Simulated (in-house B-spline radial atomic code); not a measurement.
# RPA and G0W0 on wB97X: neutral manganese

Configuration [Ar] 3d5 4s2, highest spin, mean-field start wB97X. Computed with an all-electron radial atomic-structure program (B-spline basis): all electrons, non-relativistic, point nucleus, each spin shell either full or empty, empty states to l = 9 with an (l + 1/2)⁻⁴ tail; G0W0 by contour deformation at full frequency.

Command:
```bash
python run_gw.py task.json out
```
Settings (radii: box in bohr, nucleus in fm):
```
Z                        25
electrons                25
configuration            [Ar] 3d5 4s2
hamiltonian              nr
method                   wb97x
lmax                     9
spin_polarised           True
box_radius               40
intervals                54
ion_configuration        [Ar] 3d5 4s1
```

Cost of the run: 6.1 s on 1 thread of Arm Neoverse V1, on a shared host.

Energies (hartree):

```
                                     term        value
                         mean-field total  -1151.00921
Hartree-Fock functional on these orbitals  -1149.84978
                      direct second order      -1.8384
                    second-order exchange       0.5985
                         SOSEX correction      0.54197
```

(1) What is the RPA correlation energy, and what remains with SOSEX?

Quasi-particle levels (eV):

| level | occupied | mean field | Σx - vxc | Σc | QP weight | G0W0 |
| --- | --- | --- | --- | --- | --- | --- |
| 4s down | yes | -7.238 | 1.12 | ? | ? | ? |
| 4s up | yes | -7.845 | 0.52 | -1.11 | 0.938 | -8.432 |

G0W0 = mean field + (Σx - vxc) + Σc, with Σc (partial-wave tail included) taken at the quasi-particle energy. Only the outer levels were computed. Levels of low weight are left out.

(2) Where does G0W0 put 4s down?

(3) What does it cost to remove one electron (to [Ar] 3d5 4s1) by differences of total energies, each species on its own start (correlation terms add to the Hartree-Fock functional)?

Results:

(1) RPA gives -1.5807 hartree (-1.72 eV per electron); RPA + SOSEX gives -1.0387, and the second-order doubles -1.2399 hartree (no singles). RPA lacks exchange-type terms and so overcorrelates at short range.

(2) At -7.423 eV, with Σc = -1.30 eV and a quasi-particle weight of 0.941. The tabulated removal energy is 7.434 eV (NIST, measured); the calculation leaves out relativity, Breit and QED terms, and what these don't explain is the method's own error.

(3) wB97X 7.672 eV, Hartree-Fock functional 5.791 eV, + RPA 7.142 eV, + RPA + SOSEX 6.885 eV, + second order 7.408 eV. Tabulated: 7.434 eV (NIST, measured); the calculation leaves out relativity, Breit and QED terms, and what these don't explain is the method's own error.
